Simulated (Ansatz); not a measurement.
Li₉H₈⁺. Charge 1, multiplicity 1. Geometry PBE-D4/def2-SVP; atoms count from 1.

```xyz
17

Li   -1.678   -0.005   -2.788
Li    1.180   -0.067   -0.435
Li   -1.212    1.183   -0.504
Li   -0.706   -0.295    1.525
Li    4.023    0.508    0.890
Li    2.066   -1.205    2.317
Li    1.770    1.518    1.413
Li   -3.390   -0.216   -0.966
Li   -1.269   -1.624   -0.857
H     0.769   -1.318    1.142
H    -2.513    1.196   -1.709
H    -2.046   -0.465    0.403
H     3.000    0.286    2.351
H    -2.552   -1.418   -2.049
H     0.096    1.213    0.891
H     2.675    0.936   -0.095
H    -0.214   -0.227   -1.529
```

Another isomer (singlet) lies 0.05 eV lower at PBE0-D4/def2-TZVP; other spin states weren't run for this one.

Question: Estimate the Mulliken populations from the PBE0/def2-TZVP orbitals of Ansatz.

Answer: 
```
atom  charge (e)
 Li1        0.61
 Li2        0.66
 Li3        0.53
 Li4        0.55
 Li5        0.56
 Li6        0.73
 Li7        0.59
 Li8        0.61
 Li9        0.46
 H10       -0.55
 H11       -0.43
 H12       -0.57
 H13       -0.54
 H14       -0.43
 H15       -0.68
 H16       -0.51
 H17       -0.60
```
Mulliken values and Mayer orders depend strongly on the basis.
